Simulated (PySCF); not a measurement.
## Radial density of S²⁺ (sulfur, charge +2)

r2SCAN, [Ne] 3s2 3p2, high-spin 3P determinant. All numbers are calculated (PySCF 2.14, no relativity, point nucleus, in cc-pV(D+d)Z (4s3p2d, 23 functions)).

```csv
r (bohr),4πr²ρ (e/bohr),4πr²(ρα − ρβ)
0.00136,0.05944,0.0000
0.00229,0.1637,0.0000
0.00385,0.4396,0.0000
0.00648,1.145,0.0001
0.0109,2.811,0.0003
0.0183,6.282,0.0007
0.0308,11.95,0.0025
0.0518,17.49,0.0110
0.0872,17.13,0.0469
0.147,12.21,0.1560
0.247,15.10,0.2866
0.415,16.43,0.1395
0.698,5.783,0.0882
1.17,2.838,1.0989
1.97,1.910,1.0132
3.32,0.1652,0.1056
5.59,0.001973,0.0018
```
